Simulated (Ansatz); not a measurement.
Geometry optimisation, RKS PBE/def2-SVP (Ansatz 0.2.0).

Input file:

```yaml
crystal:
  periodic: [false, false, false]
  atoms:
    - { symbol: W, position_ang: [0.088583, -0.229613, 0.004627] }
    - { symbol: H, position_ang: [-0.029434, 0.630956, 1.475756] }
    - { symbol: Cl, position_ang: [2.283683, -0.316851, 0.871578] }
    - { symbol: Cl, position_ang: [0.177275, 2.230042, -0.153595] }
    - { symbol: Cl, position_ang: [-2.173061, -0.250528, 0.352583] }
    - { symbol: Cl, position_ang: [0.077086, -2.538135, 0.01671] }
    - { symbol: O, position_ang: [0.300933, 0.146252, -1.815682] }
    - { symbol: H, position_ang: [0.354034, 1.120278, -2.027777] }
basis:
  gaussian: { orbitals: def2-SVP }
hamiltonian:
  xc: pbe
relax:
  f_tol: 0.03
  max_steps: 50
```

Command:

```bash
$ ansatz run input.yaml --threads 4 --pin off --max-ram 5120MiB --backend cpu --events-out ev --progress --plain --runs-dir out
```

Q: Where does it end, and by what steps?

A: The forces met the threshold. After 6 steps the energy has fallen by 0.034 eV; Cl3 moved furthest, 0.05 Å.

| step | energy less start (eV) | largest force component (eV/Å) | accepted |
| --- | --- | --- | --- |
| 0 | 0.0000 | 0.778 | yes |
| 1 | -0.0263 | 0.250 | yes |
| 2 | -0.0291 | 0.167 | yes |
| 3 | -0.0331 | 0.115 | yes |
| 4 | -0.0333 | 0.104 | yes |
| 5 | -0.0338 | 0.064 | yes |
| 6 | -0.0339 | 0.023 | yes |

```xyz
8
Properties=species:S:1:pos:R:3
W 0.111 -0.225 0.015
H -0.035 0.640 1.452
Cl 2.238 -0.325 0.872
Cl 0.169 2.238 -0.158
Cl -2.154 -0.255 0.386
Cl 0.076 -2.540 -0.004
O 0.317 0.144 -1.809
H 0.357 1.116 -2.029
```

Whether the end is a true minimum wasn't checked by a vibrational analysis.

Time of the run: 16 s on 4 threads of Arm Neoverse V2, with other jobs on the host, peak memory 0.21 GiB.
